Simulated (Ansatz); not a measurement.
```yaml
crystal:
  periodic: [false, false, false]
  atoms:
    - {symbol: O, position_ang: [-0.759252, 1.058541, -1.275207]}
    - {symbol: C, position_ang: [-0.581838, 0.455799, -0.026617]}
    - {symbol: h, position_ang: [-0.062548, -0.992177, 0.007584]}
    - {symbol: Si, position_ang: [1.123631, 0.265300, 0.681997]}
    - {symbol: H, position_ang: [-1.471166, 0.596165, -1.729776]}
    - {symbol: H, position_ang: [-1.387592, 0.646067, 0.685333]}
    - {symbol: H, position_ang: [-0.590458, -1.701453, 0.636876]}
    - {symbol: H, position_ang: [0.202654, -1.393493, -0.967428]}
    - {symbol: H, position_ang: [1.319548, 0.397889, 2.141419]}
    - {symbol: H, position_ang: [2.290220, 0.616362, -0.151280]}
basis:
  gaussian: {orbitals: def2-TZVPD}
total_charge: -1
magnetization: {spin_polarized: true, initial_magnetization: 1}
hamiltonian: {xc: {name: revPBE0}}
```

```sh
$ ansatz run in.yaml --threads 2 --pin off --events-out ev --progress --plain --max-ram 4352MiB
```

(1) How does Ansatz answer? (An estimate is asked.)

## Answers

(1) Computed: The input was rejected before any iteration.
```
Error: YAML parse error: error: line 6 column 16: `h` is not an element symbol (H … Og, case-exact)
 --> <input>:6:16
  |
4 |     - {symbol: O, position_ang: [-0.759252, 1.058541, -1.275207]}
5 |     - {symbol: C, position_ang: [-0.581838, 0.455799, -0.026617]}
6 |     - {symbol: h, position_ang: [-0.062548, -0.992177, 0.007584]}
  |                ^ `h` is not an element symbol (H … Og, case-exact)
7 |     - {symbol: Si, position_ang: [1.123631, 0.265300, 0.681997]}
8 |     - {symbol: H, position_ang: [-1.471166, 0.596165, -1.729776]}
  |
```
